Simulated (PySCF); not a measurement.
**Excitation energy of I⁺ by level of theory**

I⁺ [Kr] 4d10 5s2 5p4 (3P) → I⁺ [Kr] 4d10 5s2 5p3 6s1 (5S), as a difference of total energies. All numbers are calculated (PySCF 2.14, scalar relativity by spin-free X2C-1e, in aug-cc-pwCVTZ-DK3 with one added diffuse shell each of s, p, d, f type (11s10p8d5f1g, 125 functions)). Correlated levels: valence: [Kr] 4d10 frozen; valence and next inner shell: [Ar] 3d10 frozen. The calculations carry no spin-orbit coupling.

| method | excitation energy (eV) |
| --- | --- |
| UHF | 9.101 |
| LDA | 9.681 |
| PBE | 9.511 |
| PBE0 | 9.648 |
| r2SCAN | 9.897 |
| TPSSh | 9.813 |
| LC-wPBE | 10.020 |
| MP2 (valence) | 9.360 |
| SCS-MP2 (valence) | 9.574 |
| MP2 (valence and next inner shell) | 9.400 |
| SCS-MP2 (valence and next inner shell) | 9.584 |

Problem. How much does correlation contribute at MP2 (valence and next inner shell)?

Solution. 9.400 − (9.101) = 0.299 eV, measured against UHF.

Errors of the correlated levels include the incompleteness of this basis and the frozen core.

For comparison: 9.665 eV (measured; NIST levels, between the centres of gravity of the two terms).
